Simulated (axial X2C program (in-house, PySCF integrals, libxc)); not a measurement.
# Spin–orbit effects down a group: molecules with Si (ions), HF

Calculated with an axial X2C code built on PySCF integrals, spin-free (one-electron X2C) or two-component (2c: spin–orbit coupling with atomic mean-field Coulomb and Gaunt terms, which also bring small scalar terms), in Dyall basis sets with cores contracted in-house; open shells are unrestricted.

Basis sets: Be dyall-av3z, Ca dyall-acv3z, Mg dyall-av3z, Si dyall-av3z, Sr dyall-acv3z.

```
molecule   spin-free state  Re (Å)  ωe (cm⁻¹)  De (eV)  2c state  Re 2c (Å)  ωe 2c (cm⁻¹)  De 2c (eV)
   BeSi⁻  M_S = 3/2, Λ = 0   2.156      546.0     1.09   Ω = 3/2      2.156         545.9        1.09
   MgSi⁻  M_S = 3/2, Λ = 0   2.874      182.2     0.58   Ω = 3/2      2.874         182.2        0.58
   CaSi⁻  M_S = 3/2, Λ = 0   3.127      176.1     0.94   Ω = 3/2      3.127         176.0        0.94
   SrSi⁻  M_S = 3/2, Λ = 0   3.265      150.0     0.99   Ω = 3/2      3.265         150.0        0.99
```

Fragments in 2c: Si- + Be, Si- + Mg, Ca + Si-, Sr + Si-. Each entry is the lowest single determinant of a limited PBE0 search at one distance. De goes to single-determinant-based atoms at the same level (for ions the charge split of lowest energy) and is withheld (n/a) where an atom does not fit its ground term or J level. Main or longest-lived isotopes. One determinant is a doubtful description, or other states lie close, for BeSi⁻, MgSi⁻, CaSi⁻, SrSi⁻; these need not be ground states, and all values refer to the states named. With several unpaired electrons the Ω given is that of one determinant, not necessarily of the lowest component.
